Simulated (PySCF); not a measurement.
How methods differ on the fine-structure interval of Cu¹⁰⁺

Cu¹⁰⁺ [Ar] 3d1 [3d3/2^1, M_J = 3/2] → Cu¹⁰⁺ [Ar] 3d1 [3d5/2^1, M_J = 5/2], as a difference of total energies. Calculation: PySCF 2.14, in an uncontracted even-tempered set (17 s from 0.64 bohr⁻², ratio 2.8; 12 p from 0.83 bohr⁻², ratio 2.8; 8 d from 0.83 bohr⁻², ratio 2.8; 4 f from 2.4 bohr⁻², ratio 3); the two-component X2C-1e Hamiltonian. Correlated levels: [Ne] frozen; the 76 highest virtual spinors dropped. "Screened" scales the spin-orbit matrix elements by Boettger's factors to mimic the two-electron term; Breit and QED terms are absent.

```json
{"method": "GHF (screened spin-orbit)", "fine-structure interval (cm⁻¹)": "4292.1"}
{"method": "GMP2 (screened spin-orbit)", "fine-structure interval (cm⁻¹)": "4032.2"}
{"method": "GHF (bare spin-orbit)", "fine-structure interval (cm⁻¹)": "6485.3"}
```
